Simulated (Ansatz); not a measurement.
# Two structures, one formula

The two ends of one reaction step of GeH$_{4}$Se, closed shell (PBE0-D4/def2-TZVP).

A:

Ge1  (1.282, 0.609, 0.366)
H2  (-0.785, -0.548, -1.827)
Se3  (-0.996, -0.487, -0.371)
H4  (0.562, 0.597, 1.794)
H5  (1.723, -0.916, 0.555)
H6  (-1.787, 0.745, -0.517)
(Å)

B:

Ge1  (0.595, 0.030, 0.070)
H2  (0.952, 0.655, -1.286)
Se3  (-1.538, -0.967, -0.020)
H4  (0.642, 1.100, 1.170)
H5  (1.553, -1.122, 0.400)
H6  (-2.204, 0.303, -0.336)
(Å)

Program: Ansatz 0.2.0. Basis: def2-TZVPP. Cores are frozen in the correlated methods. Filled d shells of the heavier atoms are correlated. The def2 sets are not built for correlating such inner shells, so the correlated values are less sure here. B3LYP uses VWN-RPA correlation.

(1) Which structure is lower at CCSD(T), and by how much? (Judge from chemistry; the value comes from the calculation.)

No T1 diagnostic of these runs exceeds 0.011.

Results:

(1) Computed: B, by 39.38 kcal/mol (electronic energy, against the other). By their contacts, A is GeH₄Se ([GeH2][SeH2]) and B is GeH₄Se ([GeH3][SeH]).

All methods give the same order:

```tsv
method	E(B) − E(A) (kcal/mol)
SPW92	-33.94
PBE-D4	-33.00
BLYP-D4	-30.76
r2SCAN-D4	-37.38
B97M-V	-37.81
PBE0-D4	-36.82
B3LYP-D4	-34.19
r2SCAN0-D4	-39.23
BHLYP-D4	-38.31
CAM-B3LYP-D4	-37.10
wB97X-V	-39.45
wB97M-V	-36.16
B2PLYP	-37.50
PBE-QIDH	-41.14
RPA on PBE	-37.39
HF	-43.22
MP2	-41.73
CCSD	-39.87
CCSD(T)	-39.38
```

Labels in which every atom is bracketed show which atoms are joined, not bond orders.

For scale, one of the runs: CCSD(T)/def2-TZVPP, 152 basis functions, launched by `ansatz run in.yaml --threads 2 --pin off --events-out ev --progress --plain --max-ram 4352MiB`. Time: 29 s of wall clock on 2 CPU threads of an Arm Neoverse V2; the host was shared. Peak host memory: 1 GiB.
